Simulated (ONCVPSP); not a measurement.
# Potentials for P (Z = 15) compared

Generated with ld1.x 7.5 (TM, RRKJ, ultrasoft, PAW), atompaw 4.2 or ONCVPSP 4.0.1. The cutoff is in Ry: for ld1.x and atompaw files where the sum of valence levels is converged to 10 mRy in a Bessel basis, for ONCV files where the hardest occupied wave has 1 mHa per electron of residual kinetic energy. The error is the largest all-electron minus pseudo excitation energy over each file’s own four to seven test configurations (ionisations up to +4, promotions, holes and added fractions of an electron), all of which were solved. The labels leave out finer settings (local radius, basis sizes, second energies), which also bear on the numbers. Spin-polarised tests are not counted. The rows are a selection from randomly drawn settings: files with unsolved tests, undetermined cutoffs or missed reference levels are left out.

| potential | cutoff (Ry) | largest error (meV) | bound ghosts |
| --- | --- | --- | --- |
| ONCV, PBEsol, scalar-relativistic, rc 0.85/1.05/1.05 (spd), local smoothed, core correction yes, reference 2s2 2p6 3s2 3p3, qcut 11.9/11.8/8.2, projectors 3/3/1 | 122 | +8.5 | none |
| ONCV, LDA (Perdew-Zunger), scalar-relativistic, rc 1.65/2.05/1.65 (spd), local d, core correction yes, reference 3s2 3p3, qcut 3.1/3.3/7, projectors 2/2/0 | 70 | +56 | none |
| ONCV, PBE, non-relativistic, rc 0.70/0.85/0.85 (spd), local smoothed, core correction yes, reference 2s2 2p6 3s2 3p3, qcut 18.4/20.1/12, projectors 2/3/2 | 269 | +6.9 | none |
| ONCV, PBE, scalar-relativistic, rc 1.50/1.65/1.45 (spd), local smoothed, core correction yes, reference 3s2 3p3, qcut 3.6/5.6/5.9, projectors 2/2/3 | 62 | +37 | none |
| ONCV, LDA (Perdew-Wang 92), scalar-relativistic, rc 1.65/1.85/1.95 (spd), local smoothed, core correction yes, reference 3s2 3p3, qcut 4.5/3.6/5.7, projectors 1/2/2 | 20 | +38 | none |
| ONCV, LDA (Perdew-Wang 92), scalar-relativistic, rc 1.00/0.75 (sp), local smoothed, core correction yes, reference 2s2 2p6 3s2 3p3, qcut 13.9/19.5, projectors 3/2 | 290 | +8.5 | none |
| ONCV, LDA (Perdew-Wang 92), scalar-relativistic, rc 1.55/1.65 (sp), local smoothed, core correction yes, reference 3s2 3p2, qcut 4.2/4.9, projectors 3/2 | 25 | +47 | none |

(1) Fill in the row for P: ONCV, PBEsol, scalar-relativistic, rc 0.75/1.05 (sp), local smoothed, core correction yes, reference 2s2 2p6 3s1.5 3p3.5, qcut 16.6/13.2, projectors 2/2.

Results:

(1) cutoff 183 Ry, largest error +3.2 meV, bound ghosts: none.
